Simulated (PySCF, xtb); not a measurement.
1,1,1,2-tetrafluoroethane (C2H2F4), SMILES FCC(F)(F)F.

GFN2-xTB (xtb 6.7.1) at its own geometry gives an orbital gap of 12.62 eV and a dipole moment of 2.72 D.

Geometry: PBE-D3(BJ)/def2-SVP.

**Question.** What does PySCF with M06-2X/def2-TZVP give? (An estimate is asked for; the answer gives what the named calculation found.)

**Answer.** gap 14.20 eV (levels -12.34 and 1.86 eV), dipole 2.10 D.
